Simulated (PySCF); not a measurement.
Molfile (atoms numbered from 1):
```
C3H7AlN2
     RDKit          3D

 13 12  0  0  0  0  0  0  0  0999 V2000
   -3.3090    0.2026   -0.5295 C   0  0  0  0  0  0  0  0  0  0  0  0
   -2.0988   -0.0917   -0.4051 N   0  0  0  0  0  0  0  0  0  0  0  0
   -0.8424   -1.3515   -0.7891 Al  0  0  0  0  0  4  0  0  0  0  0  0
    0.8254   -0.3052   -0.2313 N   0  0  0  0  0  0  0  0  0  0  0  0
    1.7644    0.2812    0.0834 C   0  0  0  0  0  0  0  0  0  0  0  0
    2.9386    1.0239    0.4815 C   0  0  0  0  0  0  0  0  0  0  0  0
   -3.7345    1.1481   -0.1180 H   0  0  0  0  0  0  0  0  0  0  0  0
   -4.0712   -0.4273   -1.0491 H   0  0  0  0  0  0  0  0  0  0  0  0
   -0.4559   -1.5849   -2.3268 H   0  0  0  0  0  0  0  0  0  0  0  0
   -0.7286   -2.5550    0.2594 H   0  0  0  0  0  0  0  0  0  0  0  0
    3.4451    1.4255   -0.4077 H   0  0  0  0  0  0  0  0  0  0  0  0
    2.6440    1.8557    1.1372 H   0  0  0  0  0  0  0  0  0  0  0  0
    3.6300    0.3637    1.0245 H   0  0  0  0  0  0  0  0  0  0  0  0
  1  2  2  0
  2  3  1  0
  3  4  1  0
  4  5  3  0
  5  6  1  0
  1  7  1  0
  1  8  1  0
  3  9  1  0
  3 10  1  0
  6 11  1  0
  6 12  1  0
  6 13  1  0
M  CHG  2   3  -1   4   1
M  END
```

Geometry: PBE0-D3(BJ)/def2-SVP; GIAO shifts from PySCF 2.14, gas phase, non-relativistic, averaged over equivalent atoms.

At PBE0/aug-cc-pVDZ (205 basis functions, 24 s wall time on 1 thread of an Arm Neoverse V2, shared host):
```json
{"atoms": "C1", "δ (ppm)": "160.6"}
{"atoms": "C5", "δ (ppm)": "117.7"}
{"atoms": "C6", "δ (ppm)": "1.3"}
{"atoms": "N2", "δ (ppm)": "444.6"}
{"atoms": "N4", "δ (ppm)": "225.1"}
{"atoms": "Al3", "δ (ppm)": "49.2"}
{"atoms": "H8", "δ (ppm)": "9.66"}
{"atoms": "H7", "δ (ppm)": "9.60"}
{"atoms": "H9/H10", "δ (ppm)": "4.51"}
{"atoms": "H11/H12/H13", "δ (ppm)": "2.19"}
```

δ = σ(ref) − σ, references computed at the same level: ¹³C (195.12 ppm), ¹H (31.39 ppm) against TMS; ¹⁵N (269.84 ppm) vs NH3; ²⁷Al (541.08 ppm) vs AlH4-.

**Question.** What do these become at PBE0/6-311+G(2d,p)?

**Answer.** 
```
      atoms  δ at PBE0/6-311+G(2d,p)  change
         C1                    165.6    +5.0
         C5                    121.6    +3.9
         C6                      0.0    -1.3
         N2                    465.6   +21.0
         N4                    236.9   +11.8
        Al3                     40.6    -8.6
         H8                     9.52   -0.14
         H7                     9.43   -0.17
     H9/H10                     4.52   +0.01
H11/H12/H13                     2.11   -0.08
```

References, each an isolated molecule treated in the same way: TMS for ¹³C (186.44 ppm), ¹H (31.51 ppm); NH3 for ¹⁵N (261.88 ppm); ²⁷Al (492.48 ppm) against AlH4-.

The largest change is at N2 (imine nitrogen). Cost: 212 basis functions, 22 s wall time on 1 thread of an Arm Neoverse V2, shared host. The order of the carbon signals is the same at both levels.

Experimental scales use liquid or dissolved standards, which lie at an offset from isolated NH3 (liquid NH3: subtract about 20 ppm). Unscaled 15N shifts of sp2 nitrogen come out 20 to 40 ppm too high even then.
